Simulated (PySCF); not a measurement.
Molfile (atoms numbered from 1):
```
C5H6ClF
     RDKit          3D

 13 13  0  0  0  0  0  0  0  0999 V2000
   -2.6844    0.7065    0.1219 F   0  0  0  0  0  0  0  0  0  0  0  0
   -1.3387    0.9882    0.0566 C   0  0  0  0  0  0  0  0  0  0  0  0
   -0.5350   -0.1766    0.5765 C   0  0  1  0  0  0  0  0  0  0  0  0
   -0.1636   -1.3153   -0.3561 C   0  0  0  0  0  0  0  0  0  0  0  0
    0.8459   -0.3649    0.1145 C   0  0  0  0  0  0  0  0  0  0  0  0
    2.0832    0.0535    0.1080 C   0  0  0  0  0  0  0  0  0  0  0  0
    2.5861    1.4557    0.9943 Cl  0  0  0  0  0  0  0  0  0  0  0  0
   -1.1089    1.1966   -0.9933 H   0  0  0  0  0  0  0  0  0  0  0  0
   -1.1785    1.8871    0.6617 H   0  0  0  0  0  0  0  0  0  0  0  0
   -0.7647   -0.4287    1.6058 H   0  0  0  0  0  0  0  0  0  0  0  0
   -0.1538   -2.3221    0.0345 H   0  0  0  0  0  0  0  0  0  0  0  0
   -0.4760   -1.2529   -1.3890 H   0  0  0  0  0  0  0  0  0  0  0  0
    2.8840   -0.4265   -0.4317 H   0  0  0  0  0  0  0  0  0  0  0  0
  1  2  1  0
  2  3  1  0
  3  4  1  0
  4  5  1  0
  5  6  2  0
  6  7  1  0
  5  3  1  0
  2  8  1  0
  2  9  1  0
  3 10  1  1
  4 11  1  0
  4 12  1  0
  6 13  1  0
M  END
```

Geometry: GFN2-xTB; GIAO shifts from PySCF 2.14, gas phase, non-relativistic, averaged over equivalent atoms.

At LDA/cc-pVDZ (132 basis functions, 14 s wall time on 1 thread of an Intel Xeon Platinum 8559C, shared host):
| atoms | δ (ppm) |
| --- | --- |
| F1 | -249.2 |
| C5 | 125.3 |
| C6 | 120.6 |
| C2 | 89.0 |
| C3 | 26.5 |
| C4 | 18.2 |
| H13 | 6.49 |
| H9 | 5.55 |
| H8 | 4.09 |
| H10 | 2.21 |
| H11 | 1.67 |
| H12 | 1.36 |

δ = σ(ref) − σ, references computed at the same level: 19F (σref 162.32) against CFCl3; TMS for 13C (σref 196.83) and 1H (σref 31.26).

Problem. Estimate the result of repeating the calculation with CAM-B3LYP/pcSseg-1.

Solution. 
```tsv
atoms	δ at CAM-B3LYP/pcSseg-1	change
F1	-234.7	+14.5
C5	134.8	+9.5
C6	126.0	+5.4
C2	90.4	+1.4
C3	22.0	-4.5
C4	14.8	-3.4
H13	6.46	-0.03
H9	5.39	-0.16
H8	3.95	-0.14
H10	2.13	-0.08
H11	1.67	+0.00
H12	1.35	-0.01
```

Referencing at the same level of theory: 19F (σ = 183.22 ppm) against CFCl3; TMS for 13C (σ = 185.10 ppm), 1H (σ = 31.78 ppm).

The largest change is at F1 (fluorine on an sp3 carbon). Cost: 156 basis functions, 23 s wall time on 1 thread of an Intel Xeon Platinum 8559C, shared host. The order of the carbon signals is the same at both levels.

Carbons that carry Cl, above all several Cl atoms, come out too deshielded, partly because spin–orbit coupling is missing. Unscaled 19F shifts against computed CFCl3 carry errors that often reach 10 to 50 ppm.
